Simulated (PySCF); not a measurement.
**Electric field gradients and quadrupole coupling constants**

Compound: C4H11NSi.
SMILES with atom numbers: `[H]/[N:6]=[CH:5]\[C:2]([CH3:1])([CH3:3])[SiH3:4]` (hydrogens: H7, H8, H9 on C1; H10, H11, H12 on C3; H13, H14, H15 on Si4; H16 on C5; H17 on N6)

Cartesian coordinates in Å at the GFN2-xTB level; atoms count from 1:
```xyz
17
C4H11NSi angstrom
C     -0.7143   -0.1005    1.3226
C     -0.0277    0.1379   -0.0225
C      0.4024    1.6025   -0.1311
Si     1.5115   -1.0106   -0.1915
C     -0.9195   -0.2002   -1.1741
N     -1.9421   -0.9278   -1.2189
H     -0.0609    0.2022    2.1381
H     -0.9597   -1.1521    1.4657
H     -1.6346    0.4817    1.3912
H      0.8791    1.8005   -1.0892
H     -0.4627    2.2598   -0.0390
H      1.1060    1.8577    0.6590
H      1.0763   -2.4018   -0.0796
H      2.4305   -0.6711    0.8962
H      2.1469   -0.7691   -1.4856
H     -0.6152    0.2357   -2.1241
H     -2.2230   -1.3328   -0.3270
```

Field gradients from the PBE0/pcSseg-1 density (PySCF, non-relativistic), principal values in atomic units, ordered |Vxx| ≤ |Vyy| ≤ |Vzz|:

```tsv
atom	Vxx	Vyy	Vzz
N6	0.3148	0.6744	-0.9893
```

Q: Find the asymmetry η = (Vxx − Vyy)/Vzz and the couplings χ = eQV/h (234.96 MHz × Q in barn × V in au), with Q(14N) = 0.02044 b.

A: 
```
atom     environment  nucleus     η  χzz (MHz)  χxx (MHz)  χyy (MHz)
  N6  imine nitrogen      14N  0.36     -4.751      1.512      3.239
```

Q: What is Vzz at N6 in SI units (1 au = 9.71736 × 10²¹ V/m²)?

A: -0.9893 au = -9.613 × 10²¹ V/m².

Q: And the gradient at the other heavy atoms, for which no coupling is worked out here?

A: 
| atom | environment | Vzz (au) | η |
| --- | --- | --- | --- |
| C1 | methyl carbon | 0.073 | 0.13 |
| C2 | sp3 carbon bound to silicon | -0.070 | 0.05 |
| C3 | methyl carbon | 0.085 | 0.02 |
| Si4 | SiH3 silicon | 0.181 | 0.08 |
| C5 | imine carbon | 0.433 | 0.27 |

Q: What couplings would deuterons (Q(2H) = 0.00286 b) have in place of the hydrogens, at this geometry?

A: 
| atom | bonded to | bond length (Å) | Vzz (au) | η | χzz (kHz) |
| --- | --- | --- | --- | --- | --- |
| H7 | C1 | 1.088 | 0.3137 | 0.02 | 211 |
| H8 | C1 | 1.089 | 0.3111 | 0.01 | 209 |
| H9 | C1 | 1.091 | 0.3079 | 0.02 | 207 |
| H10 | C3 | 1.088 | 0.3125 | 0.02 | 210 |
| H11 | C3 | 1.090 | 0.3089 | 0.02 | 208 |
| H12 | C3 | 1.088 | 0.3125 | 0.02 | 210 |
| H13 | Si4 | 1.462 | 0.1637 | 0.01 | 110 |
| H14 | Si4 | 1.464 | 0.1632 | 0.01 | 110 |
| H15 | Si4 | 1.462 | 0.1641 | 0.02 | 110 |
| H16 | C5 | 1.089 | 0.3069 | 0.03 | 206 |
| H17 | N6 | 1.019 | 0.3866 | 0.03 | 260 |

The structure is a single GFN2-xTB conformer in the gas phase; no vibrational or solvent corrections. GFN2-xTB bond lengths can be off by several hundredths of an ångström, more for odd bonds, and the gradients follow them. The small basis limits the accuracy of the gradients.

These values come from a run that also computed NMR shieldings. Hardware: one thread, Arm Neoverse V1 (aarch64), shared host. Cost: 41 s wall (grids of density and orbitals included), 0.74 GiB resident at most.
